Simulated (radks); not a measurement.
Question: Species: Hg3+. Configuration: [Kr] 4d10 4f14 5s1 5p6 5d9 5f1 (not the ground configuration). Calculated with a radial shooting solver on a logarithmic mesh with Libxc functionals: Dirac Kohn-Sham, PBEsol, spin-unpolarised, spherical densities, point nucleus; open shells are shared between the two j in proportion to 2j + 1.

Spin-orbit splittings of the eigenvalues, e(l+1/2) - e(l-1/2), with zeta = 2 splitting/(2l+1) and mean radii in bohr:

shell  occ.  splitting (eV)  zeta (eV)  <r> j=l-1/2  <r> j=l+1/2
2p        6            1947       1298      0.05693      0.06560
3p        6           431.3      287.5       0.1705       0.1864
3d       10           92.42      36.97       0.1621       0.1670
4p        6           104.3      69.51       0.4011       0.4353
4d       10           19.45      7.780       0.4423       0.4534
4f       14           4.214      1.204       0.4774       0.4840
5p        6           19.10      12.73       0.9574        1.046
5d        9           2.304     0.9214        1.305        1.344
5f        1               ?          ?        3.572        3.596

Estimate the 5f splitting.

Answer: 0.03888 eV (zeta = 0.01111 eV).
